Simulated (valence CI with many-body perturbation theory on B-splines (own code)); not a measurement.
The numbers below are computed, except where a source is named.
**From CI to CI+MBPT in Ho43+**

Level of theory: valence CI with perturbative core correlation (CI+MBPT): six valence electrons over a frozen Dirac-Fock core [Ar], a basis of 7 s, 7 p, 8 d, 6 f, 4 g, 1 h functions for each j, with the one-electron correlation potential Σ1 (screened to all orders), the two-electron term Σ2, the three-electron term Σ3, Breit, model QED; selected single and double excitations, second order for the rest, scaled by the run's own slope (own B-spline code, finite nucleus).

The last digits are not significant, and no measured levels were compared; by estimate large intervals hold to a few tenths of a per cent, small ones and those within an open d or f shell to about a per cent. Core correlation moves these levels by up to 11000 cm⁻¹, and in measured spectra 5 to 20 % of such shifts remained as error; rates that hang on mixing are uncertain with them. Among the levels kept, up to 1000 cm⁻¹ of a level comes from second order outside the variational space, and about a tenth of that is noise between levels of different J, which matters for small intervals. Only levels of the ground parity were solved; by the run's estimate the other parity begins above the list, which can be wrong where configurations are misplaced.

Each rung adds one term. CI alone is the Dirac-Coulomb CI over the frozen core; QED comes last and gives the full result, which names the levels. Energies are above (3d3/2^4 3d5/2^2) J=4 on the same rung, in eV.

Levels are named by their leading jj configuration (3d3/2^4 stands for four electrons in 3d with j = 3/2), which in mixed levels can hold well under half, so a name can repeat and another be missing. Letters in brackets count levels of one name in rising energy.

```csv
Level,CI alone
(3d3/2^4 3d5/2^2) J=2,6.572
(3d3/2^4 3d5/2^2) J=0,20.308
(3d3/2^3 3d5/2^3) J=3 [a],36.634
(3d3/2^3 3d5/2^3) J=4 [a],39.036
(3d3/2^3 3d5/2^3) J=1 [a],40.615
(3d3/2^3 3d5/2^3) J=5,46.757
(3d3/2^3 3d5/2^3) J=6,47.242
(3d3/2^3 3d5/2^3) J=2 [a],52.155
(3d3/2^3 3d5/2^3) J=3 [b],53.279
(3d3/2^3 3d5/2^3) J=0,62.448
(3d3/2^3 3d5/2^3) J=2 [b],64.451
(3d3/2^3 3d5/2^3) J=4 [b],64.961
(3d3/2^3 3d5/2^3) J=1 [b],64.812
(3d3/2^3 3d5/2^3) J=3 [c],67.797
(3d3/2^2 3d5/2^4) J=2 [a],79.459
(3d3/2^2 3d5/2^4) J=0 [a],81.929
```

(1) What do these energies become with core correlation, Breit and QED?

(2) How does the ionisation energy move along the ladder, and which term matters most?

## Answers

(1) (3d3/2^4 3d5/2^2) J=2 6.514 (-0.0576); (3d3/2^4 3d5/2^2) J=0 20.635 (+0.3267); (3d3/2^3 3d5/2^3) J=3 [a] 36.814 (+0.1800); (3d3/2^3 3d5/2^3) J=4 [a] 38.962 (-0.0736); (3d3/2^3 3d5/2^3) J=1 [a] 40.930 (+0.3151); (3d3/2^3 3d5/2^3) J=5 45.847 (-0.9100); (3d3/2^3 3d5/2^3) J=6 45.868 (-1.3733); (3d3/2^3 3d5/2^3) J=2 [a] 51.417 (-0.7385); (3d3/2^3 3d5/2^3) J=3 [b] 52.568 (-0.7104); (3d3/2^3 3d5/2^3) J=0 61.519 (-0.9289); (3d3/2^3 3d5/2^3) J=2 [b] 63.897 (-0.5538); (3d3/2^3 3d5/2^3) J=4 [b] 63.967 (-0.9943); (3d3/2^3 3d5/2^3) J=1 [b] 64.578 (-0.2348); (3d3/2^3 3d5/2^3) J=3 [c] 66.961 (-0.8353); (3d3/2^2 3d5/2^4) J=2 [a] 79.326 (-0.1324); (3d3/2^2 3d5/2^4) J=0 [a] 82.225 (+0.2960).

(2) CI alone 3461.9, + Σ1 3464.1, + Σ2 3476.8, + Σ3 3477.2, + Breit 3475.9, + QED 3475.9 eV. The largest step is Σ2, 12.7 eV. NIST lists 3476 ± 4 eV (theoretical).
